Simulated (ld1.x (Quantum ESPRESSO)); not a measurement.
Reading a pseudo-wave (magnesium (Mg))

Columns: radius, all-electron u(r) and pseudo u(r) of the 3s shell (level -4.78 eV) of magnesium in the configuration [He] 2s2 2p6 3s2 3p0; LDA (PZ), non-relativistic, PAW scheme, ld1.x (Quantum ESPRESSO) 7.5.

```json
{"r (bohr)": "0.070", "all-electron": "0.1264", "pseudo": "-0.1566"}
{"r (bohr)": "0.140", "all-electron": "0.0583", "pseudo": "-0.3017"}
{"r (bohr)": "0.210", "all-electron": "-0.0516", "pseudo": "-0.4251"}
{"r (bohr)": "0.280", "all-electron": "-0.1469", "pseudo": "-0.5186"}
{"r (bohr)": "0.350", "all-electron": "-0.2110", "pseudo": "-0.5769"}
{"r (bohr)": "0.420", "all-electron": "-0.2429", "pseudo": "-0.5980"}
{"r (bohr)": "0.490", "all-electron": "-0.2474", "pseudo": "-0.5832"}
{"r (bohr)": "0.560", "all-electron": "-0.2306", "pseudo": "-0.5367"}
{"r (bohr)": "0.630", "all-electron": "-0.1984", "pseudo": "-0.4650"}
{"r (bohr)": "0.700", "all-electron": "-0.1556", "pseudo": "-0.3757"}
{"r (bohr)": "0.770", "all-electron": "-0.1061", "pseudo": "-0.2770"}
{"r (bohr)": "0.840", "all-electron": "-0.0527", "pseudo": "-0.1763"}
{"r (bohr)": "0.910", "all-electron": "0.0023", "pseudo": "-0.0799"}
{"r (bohr)": "0.980", "all-electron": "0.0572", "pseudo": "0.0081"}
{"r (bohr)": "1.050", "all-electron": "0.1110", "pseudo": "0.0854"}
{"r (bohr)": "1.120", "all-electron": "0.1627", "pseudo": "0.1518"}
{"r (bohr)": "1.190", "all-electron": "0.2118", "pseudo": "0.2084"}
{"r (bohr)": "1.260", "all-electron": "0.2579", "pseudo": "0.2573"}
{"r (bohr)": "1.330", "all-electron": "0.3008", "pseudo": "0.3008"}
{"r (bohr)": "1.400", "all-electron": "0.3404", "pseudo": "0.3404"}
{"r (bohr)": "1.470", "all-electron": "0.3767", "pseudo": "0.3767"}
{"r (bohr)": "1.540", "all-electron": "0.4097", "pseudo": "0.4097"}
{"r (bohr)": "1.610", "all-electron": "0.4395", "pseudo": "0.4395"}
{"r (bohr)": "1.680", "all-electron": "0.4663", "pseudo": "0.4663"}
{"r (bohr)": "1.750", "all-electron": "0.4900", "pseudo": "0.4900"}
{"r (bohr)": "1.820", "all-electron": "0.5110", "pseudo": "0.5110"}
```

Task: How many radial nodes do the two functions have?

Result: The all-electron 3s function has n − l − 1 = 2; the pseudo-wave has 1, since 1 lower shell of the same l stays in the valence.

Task: At about which radius was the pseudo-wave matched?

Result: 1.40 bohr, where the columns begin to agree (steps of 0.07 bohr).

Task: Is the pseudo-wave norm-conserving?

Result: No, it belongs to a PAW set: the norm inside the radius is not constrained, and the difference is carried by the augmentation charge.
